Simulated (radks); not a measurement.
Effect of the nuclear size on neutral vanadium, [Ar] 3d3 4s2. Method: Dirac Kohn-Sham, LDA (Slater exchange, Perdew-Wang correlation), spin-unpolarised, spherical densities, finite nucleus; open shells fill j = l - 1/2 first; Fermi nuclear charge, rms radius 3.6002 fm; computed with a radial shooting solver on a logarithmic mesh with Libxc functionals. The rms radius is varied about that value; shifts are against it.

[
 {"rms radius (fm)": "3.125", "total energy shift (eV)": "-0.0146", "density at nucleus (e/bohr^3)": "9874", "1s1/2 shift (meV)": "-6.19", "2s1/2 shift (meV)": "-0.526", "3s1/2 shift (meV)": "-0.070"},
 {"rms radius (fm)": "3.4202", "total energy shift (eV)": "-0.00578", "density at nucleus (e/bohr^3)": "9845", "1s1/2 shift (meV)": "-2.45", "2s1/2 shift (meV)": "-0.208", "3s1/2 shift (meV)": "-0.028"},
 {"rms radius (fm)": "3.6002", "total energy shift (eV)": "0", "density at nucleus (e/bohr^3)": "9828", "1s1/2 shift (meV)": "0.000", "2s1/2 shift (meV)": "0.000", "3s1/2 shift (meV)": "0.000"},
 {"rms radius (fm)": "3.8054", "total energy shift (eV)": "0.00693", "density at nucleus (e/bohr^3)": "9809", "1s1/2 shift (meV)": "2.94", "2s1/2 shift (meV)": "0.249", "3s1/2 shift (meV)": "0.033"},
 {"rms radius (fm)": "4.187", "total energy shift (eV)": "0.0208", "density at nucleus (e/bohr^3)": "9778", "1s1/2 shift (meV)": "8.81", "2s1/2 shift (meV)": "0.748", "3s1/2 shift (meV)": "0.100"}
]

Slopes of the eigenvalues against <r^2> in GHz/fm^2, as finite differences over the two radii next to the reference (eigenvalue slopes, not the field-shift constants of lines): 1s1/2 468, 2s1/2 39.7, 3s1/2 5.29.
